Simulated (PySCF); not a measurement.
C2H6N, SMILES CC[NH], multiplicity 2.

The structure is a stationary point at r2SCAN-D4/def2-TZVP. The isomer is the one that the SMILES or the coordinates give; other isomers of the formula were not compared. The values are those of a single conformer.

Calculation: PySCF with TDA-PBE0/def2-SVPD.

Vertical excitations. Gas-phase values at a fixed geometry.

Computed lowest excited states:
| state | energy (eV) | λ (nm) | f | main pairs |
|---|---|---|---|---|
| root 1 | 2.36 | 525 | 0.001 | β HOMO→LUMO 97 % |
| root 2 | 5.97 | 208 | 0.001 | β HOMO−2→LUMO 79 %, β HOMO−3→LUMO 12 % |
| root 3 | 6.32 | 196 | 0.022 | β HOMO−1→LUMO 98 % |
| root 4 | 6.93 | 179 | 0.000 | α HOMO→LUMO 53 %, β HOMO−3→LUMO 34 %, β HOMO−2→LUMO 7 % |
| root 5 | 7.00 | 177 | 0.002 | α HOMO→LUMO 39 %, β HOMO−3→LUMO 51 % |
| root 6 | 7.04 | 176 | 0.003 | α HOMO−1→LUMO 8 %, β HOMO→LUMO+1 79 % |
| root 7 | 7.62 | 163 | 0.013 | α HOMO−1→LUMO 80 %, β HOMO→LUMO+1 11 % |
| root 8 | 7.94 | 156 | 0.001 | α HOMO→LUMO+1 80 % |
| root 9 | 7.97 | 156 | 0.002 | β HOMO→LUMO+2 75 % |
| root 10 | 8.52 | 146 | 0.011 | α HOMO−1→LUMO+1 59 %, β HOMO→LUMO+2 11 %, β HOMO→LUMO+3 6 % |
Unrestricted roots are not spin-pure.
